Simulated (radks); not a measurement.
All-electron atom: Te44+ in [He] 2s2 2p4 (the NIST ground configuration). Method: Dirac Kohn-Sham, PBEsol, spin-unpolarised, spherical densities, finite nucleus; open shells fill j = l - 1/2 first; Fermi nuclear charge, rms radius 4.7423 fm; computed with a radial shooting solver on a logarithmic mesh with Libxc functionals. Some entries of the table are withheld. Estimate them.

| orbital | occ. | eigenvalue (hartree) | <1/r> (bohr^-1) | <r^2> (bohr^2) |
|---|---|---|---|---|
| 1s1/2 | 2 | -1286.612 | 55.63 | 0.001044 |
| 2s1/2 | 2 | -289.9183 | (1) | 0.01574 |
| 2p1/2 | 2 | -281.7991 | 13.34 | (2) |
| 2p3/2 | 2 | -270.8612 | 12.37 | (3) |
| 3s1/2 | 0 | -121.3721 | 5.615 | 0.08483 |
| 3p1/2 | 0 | -118.6555 | 5.569 | 0.07626 |
| 3p3/2 | 0 | -115.6591 | 5.300 | 0.08053 |
| 3d3/2 | 0 | -112.4006 | (4) | 0.05872 |
| 3d5/2 | 0 | -111.6190 | (5) | 0.05987 |

Answer. 
(1) 2s1/2 <1/r> (bohr^-1): 13.41
(2) 2p1/2 <r^2> (bohr^2): 0.01149
(3) 2p3/2 <r^2> (bohr^2): 0.01261
(4) 3d3/2 <1/r> (bohr^-1): 5.204
(5) 3d5/2 <1/r> (bohr^-1): 5.131
